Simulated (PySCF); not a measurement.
# Computed properties of dichloro(silyloxy)silane (Cl2H4OSi2), SMILES [SiH](Cl)(O[SiH3])Cl

dichloro(silyloxy)silane (Cl2H4OSi2), SMILES [SiH3]O[SiH](Cl)Cl. Coordinates come from a ωB97X-D3(BJ)/def2-SVP optimisation. The values are those of a single conformer. All values are computed for the isolated molecule unless a solvent is named; none is compared with measurement here.

**Structure.** All 21 harmonic modes at ωB97X-D3(BJ)/def2-SVP (PySCF) are real, so it is a minimum. With heavy atoms numbered as in [SiH3:1][O:2][SiH:3]([Cl:4])[Cl:5], the shortest bond between them is O2–Si3 at 1.632 Å and the longest Si3–Cl4 at 2.053 Å.

**Vibrations.** The strongest infrared lines (harmonic, unscaled, degenerate partners summed) lie at 995 cm⁻¹ (453 km/mol, H 79 %, Si 15 %), 1107 cm⁻¹ (328 km/mol, O 70 %, Si 17 %, H 12 %), 859 cm⁻¹ (255 km/mol, H 79 %, Si 15 %). The softest mode is at 26 cm⁻¹ and the zero-point energy is 27.4 kcal/mol.

**Electronic structure.** r2SCAN/def2-TZVP (PySCF) places the frontier levels at -8.09 and -0.65 eV, a gap of 7.44 eV, and gives a dipole moment of 1.02 D and a mean polarisability of 73.2 bohr³. PBE/def2-TZVP (PySCF) at the same geometry gives -7.71 and -1.06 eV, so its gap is 0.79 eV narrower. An orbital gap is neither the optical nor the fundamental gap.

**Excitations.** TDA-PBE0/def2-SVPD (PySCF) has S1 at 7.60 eV (163 nm, f = 0.001, dark); the most intense of the 10 singlets computed lies at 8.53 eV (f = 0.09). T1 (TDA) is at 7.16 eV, 0.44 eV under S1. TDA-PBE/def2-SVPD (PySCF) puts S1 at 6.76 eV. No vertical singlet excitation falls in the visible range (under 3.1 eV).

**NMR.** GIAO shifts at PBE0/pcSseg-1 (PySCF) (non-relativistic, atoms alike by connectivity averaged): ¹H from 5.3 to 5.8 ppm against TMS; ²⁹Si from -33.3 to -12.2 ppm against TMS. Without spin–orbit terms, shifts of atoms bonded to Cl or Br come out too high.

**Solvation.** SMD-B3LYP/6-31G* (PySCF) gives 1.1 kcal/mol in water, -3.4 kcal/mol in acetone, -3.4 kcal/mol in dichloromethane (1 M in both phases, gas-phase geometry).
